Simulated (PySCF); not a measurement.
F$_{2}$Sn, triplet, at a GFN2-xTB geometry (such geometries of metal compounds can be far from the true shape) (the spin is typed, not shown lowest) (all electrons, no relativity); PBE/STO-3G in PySCF.

The PySCF input:
```python
from pyscf import gto, scf, dft

mol = gto.M(
    atom='''
Sn    0.011433   -0.006249    0.271993
F     0.940557    1.785743   -0.755780
F    -1.004071   -1.751029   -0.755294
''',
    basis='sto-3g',
    charge=0,
    spin=2,
    verbose=4,
)

mf = dft.UKS(mol)
mf.xc = 'pbe'
mf.kernel()
mo_i, mo_e, stable_i, stable_e = mf.stability(internal=True, external=False, return_status=True, nroots=6, tol=1e-6)
print('internally stable:', stable_i, ' externally stable:', stable_e)
if not stable_i:
    umf = mf.copy()
    umf.scf_summary = {}
    umf.kernel(umf.make_rdm1(mo_i, mf.mo_occ))
```

Output, abridged:

```
PySCF version 2.14.0

[INPUT] verbose = 4
[INPUT] num. atoms = 3
[INPUT] num. electrons = 68
[INPUT] charge = 0
[INPUT] spin (= nelec alpha-beta = 2S) = 2
[INPUT] symmetry False subgroup None
[INPUT] Mole.unit = angstrom
[INPUT] Symbol           X                Y                Z      unit          X                Y                Z       unit  Magmom
[INPUT]  1 Sn     0.011433000000  -0.006249000000   0.271993000000 AA    0.021605238782  -0.011808898552   0.513992277799 Bohr   0.0
[INPUT]  2 F      0.940557000000   1.785743000000  -0.755780000000 AA    1.777395134543   3.374565198859  -1.428217210424 Bohr   0.0
[INPUT]  3 F     -1.004071000000  -1.751029000000  -0.755294000000 AA   -1.897419199618  -3.308965246171  -1.427298803527 Bohr   0.0

nuclear repulsion = 220.876730955821
number of shells = 17
number of NR pGTOs = 111
number of NR cGTOs = 37
basis = sto-3g
ecp = {}

******** <class 'pyscf.dft.uks.UKS'> ********
method = UKS
initial guess = minao
damping factor = 0
level_shift factor = 0
DIIS = <class 'pyscf.scf.diis.CDIIS'>
diis_start_cycle = 1
diis_space = 8
diis_damp = 0
SCF conv_tol = 1e-09
SCF conv_tol_grad = None
SCF max_cycles = 50
direct_scf = True
direct_scf_tol = 1e-13
number electrons alpha = 35  beta = 33
XC library pyscf.dft.libxc version 7.1.2
    S. Lehtola, C. Steigemann, M. J. T. Oliveira, and M. A. L. Marques,  SoftwareX 7, 1–5 (2018)
XC functionals = pbe
    J. P. Perdew, K. Burke, and M. Ernzerhof,  Phys. Rev. Lett. 77, 3865 (1996)
    J. P. Perdew, K. Burke, and M. Ernzerhof,  Phys. Rev. Lett. 78, 1396 (1997)
    J. P. Perdew, K. Burke, and M. Ernzerhof,  Phys. Rev. Lett. 77, 3865 (1996)
    J. P. Perdew, K. Burke, and M. Ernzerhof,  Phys. Rev. Lett. 78, 1396 (1997)
radial grids:
    Treutler-Ahlrichs [JCP 102, 346 (1995); DOI:10.1063/1.469408] (M4) radial grids

becke partition: Becke, JCP 88, 2547 (1988); DOI:10.1063/1.454033
pruning grids: <function nwchem_prune>
grids dens level: 3
symmetrized grids: False
atomic radii adjust function: <function treutler_atomic_radii_adjust>
small_rho_cutoff = 0
Set gradient conv threshold to 3.16228e-05
tot grids = 50488
init E= -6144.72422048012

cycle= 1 E= -6161.15671067038  delta_E= -16.4  |g|= 0.141  |ddm|= 1.82

cycle= 2 E= -6161.16484667851  delta_E= -0.00814  |g|= 0.0303  |ddm|= 0.238

cycle= 3 E= -6161.15353973213  delta_E= 0.0113  |g|= 0.109  |ddm|= 0.276

cycle= 4 E= -6161.16578369204  delta_E= -0.0122  |g|= 0.00409  |ddm|= 0.238

cycle= 5 E= -6161.16570450008  delta_E= 7.92e-05  |g|= 0.0105  |ddm|= 0.0323

cycle= 6 E= -6161.16580968838  delta_E= -0.000105  |g|= 0.00187  |ddm|= 0.0234

cycle= 7 E= -6161.16581379808  delta_E= -4.11e-06  |g|= 4.51e-05  |ddm|= 0.00481

cycle= 8 E= -6161.16581380829  delta_E= -1.02e-08  |g|= 1.27e-05  |ddm|= 0.000385

cycle= 9 E= -6161.16581380877  delta_E= -4.8e-10  |g|= 2.09e-06  |ddm|= 7.14e-05

Extra cycle  E= -6161.16581380874  delta_E= 3.18e-11  |g|= 5.9e-06  |ddm|= 1.85e-05
converged SCF energy = -6161.16581380874  <S^2> = 2.0057053  2S+1 = 3.0038011
uhf_internal: lowest eigs of H = [0.04759915 0.07745134 0.10009597 0.11257875 0.1208692  0.23175185]
<class 'pyscf.dft.uks.UKS'> wavefunction is stable in the internal stability analysis
internally stable: True  externally stable: None
```
